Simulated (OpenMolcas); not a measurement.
Computed levels of 3s² 3p in ions with 13 electrons, in cm-1 above ²P°_1/2.

| Property | Result |
| --- | --- |
| Program | OpenMolcas 26.06 |
| Method | MS-CASPT2, IPEA 0.25 Eh, imaginary shift 0.1 Eh |
| Basis | ANO-R3 |
| Scalar Hamiltonian | X2C, finite nucleus |
| Spin-orbit coupling | state interaction with AMFI integrals over the reference wave functions, term energies averaged over their components |

Active space for each ion: 3 electrons in 4 orbitals (3s 3p); closed shells correlated by CASPT2: 2s 2p.

```tsv
Level	S3+	Ar5+
²P°_3/2	857	2030
```

Question: Estimate ²P°_3/2 for Cl4+ from its neighbours S3+ and Ar5+.

Answer: ²P°_3/2 is fine structure, which grows about as the fourth power of a screened charge, so the fourth roots are averaged: ((857^0.25 + 2030^0.25) / 2)^4 = 1350. The calculation gives 1359, so the estimate is off by -0.7 %.

Over all roots computed the reference weight is 0.87 to 0.98 in S3+, 0.88 to 0.99 in Cl4+, 0.88 to 0.99 in Ar5+; the roots of lowest weight are the least certain, and an intruder state may touch them. Only configurations of the active space appear.

° marks odd parity.
